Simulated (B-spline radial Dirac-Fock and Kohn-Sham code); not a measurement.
How the settings move the core levels of Mg⁷⁺

ΔSCF core binding energies without Breit or QED terms, calculated with a radial B-spline solver. Keys: rel is the Hamiltonian (dirac, or spin-free x2c and nr, where L3 and M5 stand for the whole 2p and 3d shells), method is hf or an exchange,correlation pair (spin-unpolarised, also for the hole states), nuc the nuclear model, radius_factor scales its radius, rmax is the box in bohr, h the logarithmic mesh step, order the B-spline order, points the quadrature points per cell, c_factor scales the speed of light, and damp, ndamp, maxit and tol steer the iteration. The run stops when the commutator error falls below 10·tol·max(1, Z/10), or the numerical noise floor, and the energy has settled to about 1e-8 Ha; the virial ratio is −V/T.

Base input:

```json
{"items": [{"Z": 12, "q": 7, "cfg": [[1, 0, 2], [2, 0, 2], [2, 1, 1]], "A": 24, "rrms": 3.057, "do": "settings", "holes": ["K", "L3", "M5"],
  "settings": [{"rel": "dirac", "method": "hf", "nuc": "fermi", "radius_factor": 1.0, "rmax": 45.0, "h": 0.3, "order": 8, "points": 10, "c_factor": 1.0, "maxit": 60, "damp": 0.5, "ndamp": 3, "tol": 1e-08}]}]}
```

The ground state converged in 8 iterations, with total energy -172.04758 Ha, virial ratio 1.99634 and highest orbital energy -266.39 eV. ΔSCF binding energies: K (1s) 1581.6 eV. Holes are computed only in closed shells, and unreliable hole states are left out.

Changes from the base run:

| changed setting | Δ total energy (Ha) | Δ K (eV) | iterations |
| --- | --- | --- | --- |
| rel = "x2c"; nuc = "sphere"; tol = 0.0001 | +0.01239 | -0.30 | 7 |
| rel = "x2c" | +0.01239 | -0.30 | 8 |
| damp = 0.8 | 0.00000 | 0.00 | 8 |
| radius_factor = 1.2; c_factor = 2.0; tol = 0.0001 | ? | ? | ? |
| radius_factor = 1.2 | +0.00004 | 0.00 | 8 |
| h = 0.12 | 0.00000 | 0.00 | 8 |
| nuc = "sphere" | 0.00000 | 0.00 | 8 |

Q: What does the change radius_factor = 1.2; c_factor = 2.0; tol = 0.0001 do?

A: The total energy moves by +0.23646 Ha and the binding energies by K -2.08 eV; the run takes 7 iterations.
